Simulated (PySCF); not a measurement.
Isomers of C7H13N3, mass 139.111 u with the commonest isotopes. Theory: PBE0/pcSseg-1 in PySCF (dipole) on a GFN2-xTB geometry, gas phase. One conformer each, none proved a minimum here; rigid rotors.

Question: Order these by dipole moment, smallest first.
A. `CC1=CN(C(C)(C)C)N=N1`
B. `[CH3:1][c:2]1[cH:3][n:4][n:5]([CH2:6][CH:7]([CH3:8])[CH3:9])[n:10]1` with N4–N5–C6–C7 93°, N5–C6–C7–C8 -68°
C. `[CH3:1][CH2:2][C@H:3]([CH3:4])[n:5]1[n:6][n:7][cH:8][c:9]1[CH3:10]` with C1–C2–C3–C4 -175°, C2–C3–N5–N6 59°
D. `[CH3:1][C:2]([CH3:3])([CH3:4])[CH2:5][n:6]1[cH:7][cH:8][n:9][n:10]1` with C2–C5–N6–C7 96°

Answer: B (0.47 D), A (4.39 D), D (4.55 D), C (4.88 D).

Question: Order these by rotational constant A, smallest first.
A. `[CH3:1][C:2]([CH3:3])([CH3:4])[CH2:5][n:6]1[cH:7][cH:8][n:9][n:10]1` with C2–C5–N6–C7 96°
B. `[CH3:1][CH2:2][C@H:3]([CH3:4])[n:5]1[n:6][n:7][cH:8][c:9]1[CH3:10]` with C1–C2–C3–C4 -175°, C2–C3–N5–N6 59°
C. `Cc1cn(C(C)(C)C)nn1`
D. `[CH3:1][c:2]1[cH:3][n:4][n:5]([CH2:6][CH:7]([CH3:8])[CH3:9])[n:10]1` with N4–N5–C6–C7 93°, N5–C6–C7–C8 -68°

Answer: B (1798 MHz), C (2893 MHz), A (2970 MHz), D (3214 MHz).

Question: Order these by rotational constant C, smallest first.
A. `[CH3:1][CH2:2][C@H:3]([CH3:4])[n:5]1[n:6][n:7][cH:8][c:9]1[CH3:10]` with C1–C2–C3–C4 -175°, C2–C3–N5–N6 59°
B. `Cc1cn(C(C)(C)C)nn1`
C. `[CH3:1][C:2]([CH3:3])([CH3:4])[CH2:5][n:6]1[cH:7][cH:8][n:9][n:10]1` with C2–C5–N6–C7 96°
D. `[CH3:1][c:2]1[cH:3][n:4][n:5]([CH2:6][CH:7]([CH3:8])[CH3:9])[n:10]1` with N4–N5–C6–C7 93°, N5–C6–C7–C8 -68°

Answer: D (674.1 MHz), B (797.4 MHz), C (821.1 MHz), A (1018 MHz).

```json
{"SMILES": "Cc1cn(C(C)(C)C)nn1", "point group": "Cs", "Ia (u·Å²)": "174.70", "Ib (u·Å²)": "572.94", "Ic (u·Å²)": "633.79", "κ": "-0.92", "μa (D)": "2.23", "μb (D)": "3.78", "μc (D)": "0.00"}
{"SMILES": "CC(C)(C)Cn1ccnn1", "point group": "C1", "Ia (u·Å²)": "170.15", "Ib (u·Å²)": "574.70", "Ic (u·Å²)": "615.49", "κ": "-0.95", "μa (D)": "2.85", "μb (D)": "3.48", "μc (D)": "0.69"}
{"SMILES": "Cc1cnn(CC(C)C)n1", "point group": "C1", "Ia (u·Å²)": "157.26", "Ib (u·Å²)": "692.68", "Ic (u·Å²)": "749.72", "κ": "-0.96", "μa (D)": "0.13", "μb (D)": "0.30", "μc (D)": "0.34"}
{"SMILES": "CC[C@H](C)n1nncc1C", "point group": "C1", "Ia (u·Å²)": "281.08", "Ib (u·Å²)": "467.83", "Ic (u·Å²)": "496.42", "κ": "-0.84", "μa (D)": "1.85", "μb (D)": "3.95", "μc (D)": "2.19"}
```
